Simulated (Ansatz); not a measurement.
```yaml
crystal:
  periodic: [false, false, false]
  atoms:
    - {symbol: N, position_ang: [-1.003545, 0.644145, -0.892219]}
    - {symbol: Ga, position_ang: [0.153271, 0.473740, 0.366824]}
    - {symbol: N, position_ang: [0.768784, -1.251049, 0.893225]}
    - {symbol: H, position_ang: [-1.274818, -0.387215, -1.483142]}
    - {symbol: H, position_ang: [-1.597617, 1.573222, -1.032844]}
    - {symbol: H, position_ang: [0.882168, 1.584076, 1.116798]}
    - {symbol: H, position_ang: [1.587473, -1.437137, 1.223243]}
    - {symbol: H, position_ang: [0.615288, -2.243349, -0.029110]}
basis:
  gaussian: {orbitals: def2-SVPD, point_charges: [{charge: 2.00, position_ang: [5.477, 0.749, -0.228]}]}
total_charge: 1
magnetization: {spin_polarized: true, initial_magnetization: 1}
hamiltonian: {xc: {name: wB97}}
relax: {f_tol: 0.001, max_steps: 3}
output: {forces: true}
```

```sh
$ ansatz run in.yaml --threads 2 --pin off --events-out ev --progress --plain --max-ram 22528MiB --backend cpu
```

Q: How does Ansatz answer? (An estimate is asked.)

A: Ansatz gave: The run did not converge.
```
Functional definition: wB97
1085 factors; their error is unknown
511 factors; integrals over basis functions are off by at most 9.4e-7 eV
mean field evaluation 1: about -55400.8702 eV, gradient 6.1e1 eV
mean field evaluation 2: about -55389.9523 eV, gradient 7.6e1 eV
mean field evaluation 4: about -55417.7221 eV, gradient 4.5e0 eV
mean field evaluation 8: about -55418.2723 eV, gradient 6.7e-1 eV
mean field evaluation 16: about -55418.2647 eV, gradient 7.0e-2 eV
mean field evaluation 32: about -55418.2653 eV, gradient 4.6e-5 eV
mean field -55418.26532821 eV, -2036.5836869623 hartree, gradient 2.8e-5 eV, S^2 0.778614; 2 other end points of the search recorded, 0 dependent functions left out
reference -55418.26531558 eV, -2036.5836864982 hartree; 25, 24 occupied and 93, 94 virtual orbitals, 1085 factors
relax step   1: F+E_penalty+E_count = -55418.26532821 eV  Δ(F+E_penalty+E_count) = +0.000e0 eV  max|allowed force component| = 8.235e0 eV/Å  Δτ_max = 0.0000 Å  (89 SCF iters, accepted)
1085 factors; their error is unknown
511 factors; integrals over basis functions are off by at most 7.7e-7 eV
mean field -55421.11294560 eV, -2036.6883349713 hartree, gradient 2.7e-5 eV, S^2 0.773649; 0 other end points of the search recorded, 0 dependent functions left out
reference -55421.11293276 eV, -2036.6883344994 hartree; 25, 24 occupied and 93, 94 virtual orbitals, 1085 factors
relax step   2: F+E_penalty+E_count = -55421.11294560 eV  Δ(F+E_penalty+E_count) = -2.848e0 eV  max|allowed force component| = 2.618e0 eV/Å  Δτ_max = 0.1947 Å  (67 SCF iters, accepted)
1085 factors; their error is unknown
511 factors; integrals over basis functions are off by at most 7.6e-7 eV
mean field -55421.40163862 eV, -2036.6989442441 hartree, gradient 2.5e-5 eV, S^2 0.768212; 0 other end points of the search recorded, 0 dependent functions left out
reference -55421.40162580 eV, -2036.6989437728 hartree; 25, 24 occupied and 93, 94 virtual orbitals, 1085 factors
relax step   3: F+E_penalty+E_count = -55421.40163862 eV  Δ(F+E_penalty+E_count) = -2.887e-1 eV  max|allowed force component| = 2.368e0 eV/Å  Δτ_max = 0.2000 Å  (66 SCF iters, accepted)
Error: geometry relaxation did not converge after 3 steps: max|allowed force component| = 2.37e0 eV/Å (threshold 1.0e-3). Raise `relax.max_steps` over both its present limit and 3, loosen `relax.f_tol`, or start from a geometry closer to equilibrium. Where this run's directory can be resumed (`checkpoint.write`), a resume goes on for up to `relax.max_steps` more
```
